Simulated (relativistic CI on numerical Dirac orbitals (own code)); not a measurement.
## What each ingredient does to the levels of Lu LXI

Base calculation: Dirac-Coulomb-Breit CI, orbitals from a KLI potential per configuration, model QED, unscaled Slater integrals.

Configuration list (outside the closed core [Ne]): 3s, 3p, 3d, 4s, 4p, 4d, 4f, 5s, 5p, 5d, 5f, 5g, 6s, 6p, 6d. Levels of other configurations are missing.

Variants: (1) QED terms removed. Shifts of the energy above 3s 2S_1/2, in eV, for the lowest level and the first level of each name with at least 55 % of one term (blank where a level changes its place among those of its configuration and J or its character, or is not in the variant):

```csv
Level,Base,Δ(1)
3s 2S_1/2,0.00,0.00
3p 2P°_1/2,149.82,+4.17
3p 2P°_3/2,457.26,+3.82
3d 2D_3/2,634.86,+4.56
3d 2D_5/2,704.99,+4.38
4s 2S_1/2,2940.63,+2.62
4p 2P°_1/2,3002.55,+4.32
4p 2P°_3/2,3128.36,+4.17
4d 2D_3/2,3195.74,+4.47
4d 2D_5/2,3226.07,+4.39
4f 2F°_5/2,3261.53,+4.45
4f 2F°_7/2,3274.82,+4.41
5s 2S_1/2,4249.38,+3.52
5p 2P°_1/2,4280.48,+4.37
```

At this charge energies of transitions that change n are usually good to better than 1 %, and those within a shell (Δn = 0) to a few per cent.

Ionisation energy from the two ground configurations alone: base 6452.36 eV; QED terms removed 6456.8 eV. The NIST ASD value (theoretical) is 6452 eV.
